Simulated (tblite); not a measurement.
Parent: `[CH2:1]1[CH2:2][PH:3][CH2:4][CH2:5][O:6]1` with O6–C1–C2–P3 61°, C1–C2–P3–C4 -48°, C2–P3–C4–C5 47°, P3–C4–C5–O6 -61°, C4H9OP.

The geometries are computed with GFN2-xTB (gas phase). One conformer each, not checked by frequencies here.

| coordinate of the parent | value |
| --- | --- |
| C1–C2 | 1.528 Å |
| C2–P3 | 1.861 Å |
| P3–C4 | 1.861 Å |
| C4–C5 | 1.528 Å |
| C5–O6 | 1.406 Å |
| C1–O6 | 1.406 Å |
| C2–C1–O6 | 113.7° |
| C1–C2–P3 | 112.8° |
| C2–P3–C4 | 95.3° |
| P3–C4–C5 | 112.8° |
| C4–C5–O6 | 113.7° |
| C1–O6–C5 | 113.1° |

Problem. How does the shared frame change in `[CH3:1][CH2:2][PH+:3]1[CH2:4][CH2:5][O:6][CH2:7][CH2:8]1` (charge +1) with C1–C2–P3–C4 156°, C2–P3–C4–C5 77°, P3–C4–C5–O6 -4°, C4–C5–O6–C7 79°, C5–O6–C7–C8 -77°, [C6H14OP]+? Atoms pair as C1 = C5, C2 = C4, P3 = P3, C4 = C8, C5 = C7, O6 = O6 (parent first).

Solution. 
| parent | relative | value in the relative | change |
| --- | --- | --- | --- |
| C1–C2 | C5–C4 | 1.544 Å | +0.016 |
| C2–P3 | C4–P3 | 1.823 Å | -0.038 |
| P3–C4 | P3–C8 | 1.821 Å | -0.040 |
| C4–C5 | C8–C7 | 1.545 Å | +0.017 |
| C5–O6 | C7–O6 | 1.416 Å | +0.010 |
| C1–O6 | C5–O6 | 1.416 Å | +0.010 |
| C2–C1–O6 | C4–C5–O6 | 108.2° | -5.5 |
| C1–C2–P3 | C5–C4–P3 | 103.4° | -9.4 |
| C2–P3–C4 | C4–P3–C8 | 105.0° | +9.7 |
| P3–C4–C5 | P3–C8–C7 | 103.2° | -9.6 |
| C4–C5–O6 | C8–C7–O6 | 108.6° | -5.1 |
| C1–O6–C5 | C5–O6–C7 | 115.1° | +2.0 |

Of the parent's bonds, P3–C4 changes most (-0.040 Å). Bonds of the relative outside the shared frame: C1–C2 1.528, C2–P3 1.819 Å. Point group Cs → C1.

Problem. How does the shared frame change in `[CH3:1][PH+:2]1[CH2:3][CH2:4][O:5][CH2:6][CH2:7]1` (charge +1) with C1–P2–C3–C4 168°, P2–C3–C4–O5 12°, C3–C4–O5–C6 -83°, C4–O5–C6–C7 70°, [C5H12OP]+? Atoms pair as C1 = C4, C2 = C3, P3 = P2, C4 = C7, C5 = C6, O6 = O5 (parent first).

Solution. 
```
  parent  relative  value in the relative  change
   C1–C2     C4–C3                1.547 Å  +0.019
   C2–P3     C3–P2                1.816 Å  -0.045
   P3–C4     P2–C7                1.815 Å  -0.046
   C4–C5     C7–C6                1.547 Å  +0.019
   C5–O6     C6–O5                1.412 Å  +0.006
   C1–O6     C4–O5                1.415 Å  +0.009
C2–C1–O6  C3–C4–O5                 108.5°    -5.2
C1–C2–P3  C4–C3–P2                 104.0°    -8.8
C2–P3–C4  C3–P2–C7                 105.1°    +9.8
P3–C4–C5  P2–C7–C6                 103.9°    -8.9
C4–C5–O6  C7–C6–O5                 109.3°    -4.4
C1–O6–C5  C4–O5–C6                 114.8°    +1.7
```

Of the parent's bonds, C2–P3 and P3–C4 change most and about equally (-0.046 to -0.045 Å). Bonds of the relative outside the shared frame: C1–P2 1.803 Å. Point group Cs → C1.

Problem. How does the shared frame change in `[S:1]=[PH:2]1[CH2:3][CH2:4][O:5][CH2:6][CH2:7]1` with S1–P2–C3–C4 173°, P2–C3–C4–O5 -58°, C3–C4–O5–C6 70°, C4–O5–C6–C7 -70°, C4H9OPS? Atoms pair as C1 = C4, C2 = C3, P3 = P2, C4 = C7, C5 = C6, O6 = O5 (parent first).

Solution. 
| parent | relative | value in the relative | change |
| --- | --- | --- | --- |
| C1–C2 | C4–C3 | 1.531 Å | +0.003 |
| C2–P3 | C3–P2 | 1.838 Å | -0.023 |
| P3–C4 | P2–C7 | 1.838 Å | -0.023 |
| C4–C5 | C7–C6 | 1.531 Å | +0.003 |
| C5–O6 | C6–O5 | 1.405 Å | -0.001 |
| C1–O6 | C4–O5 | 1.405 Å | -0.001 |
| C2–C1–O6 | C3–C4–O5 | 113.1° | -0.6 |
| C1–C2–P3 | C4–C3–P2 | 110.7° | -2.1 |
| C2–P3–C4 | C3–P2–C7 | 100.3° | +5.0 |
| P3–C4–C5 | P2–C7–C6 | 110.7° | -2.1 |
| C4–C5–O6 | C7–C6–O5 | 113.1° | -0.6 |
| C1–O6–C5 | C4–O5–C6 | 113.7° | +0.6 |

Of the parent's bonds, C2–P3 and P3–C4 change most and about equally (-0.023 Å). Bonds of the relative outside the shared frame: S1=P2 1.928 Å. Point group Cs → Cs.
